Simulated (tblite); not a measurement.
Species: C6H11BClN.
SMILES with atom numbers: `[CH2:1]=[CH:2][B@H-:3]([CH2:4][Cl:5])[N+:6]#[C:7][CH2:8][CH3:9]` (hydrogens: H10, H11 on C1; H12 on C2; H13 on B3; H14, H15 on C4; H16, H17 on C8; H18, H19, H20 on C9)

Structure used (GFN2-xTB), in Å, numbered top down from 1:
```xyz
20
C6H11BClN angstrom
C     -2.141   -1.646   -1.546
C     -2.490   -0.857   -0.544
B     -1.525   -0.142    0.518
C     -1.618    1.494    0.336
Cl    -0.346    2.376    1.239
N     -0.117   -0.463    0.225
C      1.011   -0.541    0.029
C      2.429   -0.578   -0.165
C      3.042    0.752    0.287
H     -1.109   -1.895   -1.747
H     -2.860   -2.092   -2.218
H     -3.548   -0.659   -0.408
H     -1.721   -0.492    1.640
H     -2.565    1.876    0.712
H     -1.504    1.808   -0.702
H      2.842   -1.408    0.417
H      2.640   -0.758   -1.223
H      2.808    0.944    1.331
H      4.122    0.718    0.167
H      2.646    1.574   -0.304
```

All values are computed: GFN2-xTB (tblite) harmonic vibrations without scaling, gas phase. Against measured fundamentals such values can be off by several per cent, at times by over 20. Modes of hydrogen on boron can be 10 to 20 % off. One conformer, not necessarily the lowest. The optimisation stopped once no atom felt more than 0.01 eV/Å.

Lowest wavenumbers of the output (negative numbers stand for imaginary wavenumbers):
```
mode    cm-1
  1     -20.9
  2      35.4
  3      42.4
  4      73.5
  5      86.4
  6     137.1
  7     146.6
  8     184.4
  9     249.7
 10     273.0
 11     330.2
 12     393.6
 13     472.3
 14     495.1
 15     544.7
```

**Question.** Is this structure a minimum?

**Answer.** Not by this Hessian. 1 mode is imaginary beyond 20i (21i cm⁻¹), so at this level the point lies at or near a first-order saddle. The curvature is small, so loose convergence or finite differences may be the whole cause.

**Question.** Which atoms move in the imaginary mode?

**Answer.** 21i: C9 (methyl carbon) 32 %, H18 (methyl hydrogen) 12 %, H20 (methyl hydrogen) 12 %, C8 (chain CH2 carbon) 11 %. These are shares of the mass-weighted motion.

**Question.** What is the remedy?

**Answer.** Step along that mode in both directions, optimise again with tighter thresholds and repeat the frequencies. The zero-point energy of this point (98.5 kcal/mol) counts the 53 real modes alone, and thermal corrections from it aren't those of a minimum.
